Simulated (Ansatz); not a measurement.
def2 core potentials replace the inner electrons of Sn.

Cartesian coordinates (Å):
```xyz
30

C     -3.4059     2.4966    -0.0828
O     -2.3472     2.2225    -0.9630
Sn    -1.0663     0.7659    -0.6001
C      0.7613     0.8679    -1.7133
C      1.7969     0.0991    -0.9523
C      2.7785     0.7620    -0.2052
C      3.7024     0.0454     0.5529
C      3.6603    -1.3477     0.5770
C      2.6869    -2.0184    -0.1641
C      1.7625    -1.3033    -0.9200
O     -0.9080     0.8134     1.3746
C     -0.2336    -0.1959     2.0778
O     -1.8187    -1.0178    -1.0418
C     -2.9826    -1.4964    -0.4297
H     -4.2541     1.7977    -0.2184
H     -3.7797     3.5133    -0.2930
H     -3.1046     2.4594     0.9797
H      0.5336     0.4201    -2.6915
H      1.0268     1.9237    -1.8554
H      2.8142     1.8550    -0.2137
H      4.4605     0.5812     1.1293
H      4.3835    -1.9097     1.1723
H      2.6424    -3.1101    -0.1487
H      0.9830    -1.8339    -1.4750
H     -0.5624    -1.2148     1.7962
H     -0.4397    -0.0679     3.1543
H      0.8631    -0.1532     1.9383
H     -3.8966    -1.0054    -0.8162
H     -3.0767    -2.5759    -0.6388
H     -2.9794    -1.3726     0.6707
```
Charge 0, multiplicity 1.

Method: frozen-core CCSD(T)/def2-SVP // PBE0-D3(BJ)/def2-SVP in Ansatz (a program for electronic structure). The restricted HF reference is unstable towards unrestricted orbitals.

```yaml
HF energy: -825.46703 Ha
MP2 correlation energy: -2.02214 Ha
```

**Question.** Estimate the CCSD correlation energy, the (T) correction, the total energy and the T1 diagnostic.

**Answer.** 
| Quantity | Result |
|---|---|
| CCSD correlation energy | -2.12340 Ha |
| (T) correction | -0.07552 Ha |
| CCSD(T) total energy | -827.66595 Ha |
| T1 diagnostic | 0.012 |
